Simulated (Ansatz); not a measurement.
The cluster Na₂Li₃⁺. Charge 1, multiplicity 3. Geometry B3LYP/def2-TZVP; atoms count from 1.

Cartesian coordinates in Å:
```
Li 1.379 -1.124 0.890
Li 0.639 1.038 -0.766
Li -1.982 0.158 -0.177
Na 0.049 -1.743 -2.232
Na -0.085 1.671 2.286
```

At PBE0/def2-TZVP a singlet of charge 1 lies 0.36 eV below the triplet, each at its own geometry. The structure comes from a short search, and lower isomers may exist.

Estimate the Mulliken populations from the PBE0/def2-TZVP orbitals of Ansatz.


```json
{"atom": "Li1", "charge (e)": "0.17", "spin (α − β)": "0.36"}
{"atom": "Li2", "charge (e)": "-0.07", "spin (α − β)": "0.29"}
{"atom": "Li3", "charge (e)": "0.17", "spin (α − β)": "0.36"}
{"atom": "Na4", "charge (e)": "0.36", "spin (α − β)": "0.50"}
{"atom": "Na5", "charge (e)": "0.36", "spin (α − β)": "0.50"}
```
Mulliken values depend strongly on the basis.

Where does the spin sit?

Summed by element: Li 1.00, Na 1.00, of 2 unpaired in all. Largest on single atoms: Na5 0.50, Na4 0.50, Li3 0.36.

And the Mayer bond orders between heavy atoms (over 0.3)?

Li1–Li2 0.46 (2.82 Å); Li2–Li3 0.46 (2.83 Å).
